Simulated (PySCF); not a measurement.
Computed IR spectrum (relative IR intensity) of a molecule CH₅FO₂Si₂. The structure is a stationary point at TPSSh-D3(BJ)/def2-SVP. The values are those of a single conformer. The numbers are results of TPSSh-D3(BJ)/def2-SVP run with PySCF 2.14.0, not measurements. Frequencies are harmonic and unscaled.

Lines under 2 % of the strongest are left out, and lines within 2 cm⁻¹ are merged.

ν (cm⁻¹): 191 (w), 213 (w), 258 (m), 295 (m), 426 (m), 462 (w), 473 (w), 667 (w), 683 (m), 735 (s), 743 (m), 764 (vs), 836 (s), 893 (vs), 938 (s), 987 (vs), 1008 (m), 1260 (vw), 2244 (s), 2246 (s), 3035 (m), 3092 (w), 3832 (s) (against the strongest line: vs over 80 %, s over 45 %, m over 15 %, w over 4 %, vw less)

Question: Pick the molecule that these values belong to.
A) C[Si]1(F)O[SiH2]O1
B) O[C@@H]1[SiH2]O[Si@@H]1F
C) F[SiH2]C1O[SiH2]O1
D) O[Si@]1(F)CO[SiH2]1

Answer: D, O[Si@]1(F)CO[SiH2]1
